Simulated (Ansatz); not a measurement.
Reaction (redistribution): `O[SiH2]BO[SiH3]` + `C=C[SiH3]` → `BO[SiH3]` + `C=C[SiH2][SiH2]O`

Calculated with Ansatz (gas phase, PBE0-D4/def2-TZVP geometries, no zero-point term in ΔE). CCSD(T)/CBS adds triple-zeta CCSD(T) − MP2 to the extrapolated MP2 energy (def2 sets, frozen cores). DFT in def2-TZVPP. B3LYP here is the variant with VWN-RPA as its local correlation; programs differ in this. One conformer a species, not always the lowest.

```tsv
level	ΔE (kJ/mol)	difference from CCSD(T)/CBS
PBE-D4	-26.2	-2.2
r2SCAN-D4	-25.2	-1.2
PBE0-D4	-26.9	-2.9
B3LYP-D4	-24.6	-0.6
ωB97X-V	-23.5	0.5
ωB97M-V	-22.4	1.6
B2PLYP	-22.7	1.3
PBE	-24.2	-0.2
r2SCAN	-24.7	-0.7
PBE0	-25.1	-1.1
B3LYP	-21.5	2.5
HF/def2-TZVPP	-20.9	3.1
MP2/def2-TZVPP	-25.1	-1.1
SCS-MP2/def2-TZVPP	-22.8	1.2
CCSD/def2-TZVPP	-22.0	2.0
CCSD(T)/def2-TZVPP	-22.5	1.5
HF/def2-QZVPP	-20.8	3.2
MP2/def2-QZVPP	-25.9	-1.9
SCS-MP2/def2-QZVPP	-23.6	0.4
HF/CBS(def2)	-20.8	3.2
MP2/CBS(def2)	-26.5	-2.5
CCSD/CBS(def2)	-23.4	0.6
CCSD(T)/CBS	-24.0	0
```

Largest T1 diagnostic among the species: 0.013.

The D4 term adds −3.1 kJ/mol with B3LYP and −1.8 kJ/mol with PBE0; it sums over pairs of atoms, weighted by their polarisabilities, and B3LYP, whose exchange is more repulsive, gets the larger term.
